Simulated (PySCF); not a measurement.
## Quadrupole coupling of gallium cyanide: levels of theory against gas-phase measurements

Values to reproduce (atoms as numbered below): 69Ga at Ga3: χzz = -115.62 MHz [1]; 14N at N1: χzz = -5.0646 MHz [1].
[1] measured, gas; W. C. Bailey, Calculation of NQCC in Gaseous State Molecules (compilation of microwave values)

Gallium cyanide, CGaN (singlet state).
SMILES with atom numbers: `[N:1]#[C:2][Ga:3]`

Cartesian coordinates in Å at the PBE0-D3(BJ)/def2-SVP level; atoms count from 1:
```
atom  x, y, z in Å
N1    -1.1519   -0.7990   -0.0071
C2    -0.2476   -0.0643   -0.0205
Ga3    1.4224    1.1686    0.0025
```

**Question.** How do the computed couplings compare?

**Answer.** PySCF, non-relativistic, all at one geometry, with Q(69Ga) = 0.171 b, Q(14N) = 0.02044 b:

```json
{"level": "B3LYP/pcJ-1 (pcSseg-1 on Ga)", "functions": "95", "69Ga Ga3 (MHz)": "-119.0", "14N N1 (MHz)": "-5.689", "mean of computed/reference − 1 (%)": "+7.6"}
{"level": "PBE0/pcSseg-1", "functions": "75", "69Ga Ga3 (MHz)": "-119.7", "14N N1 (MHz)": "-5.699", "mean of computed/reference − 1 (%)": "+8.0"}
```

Closest here is B3LYP/pcJ-1 (pcSseg-1 on Ga) (7.6 % unsigned error), furthest PBE0/pcSseg-1 (8.0 %); one molecule doesn't rank methods. Computed values are for fixed nuclei, while measured ones can include vibrational averaging. The calculation is non-relativistic, for gallium too.
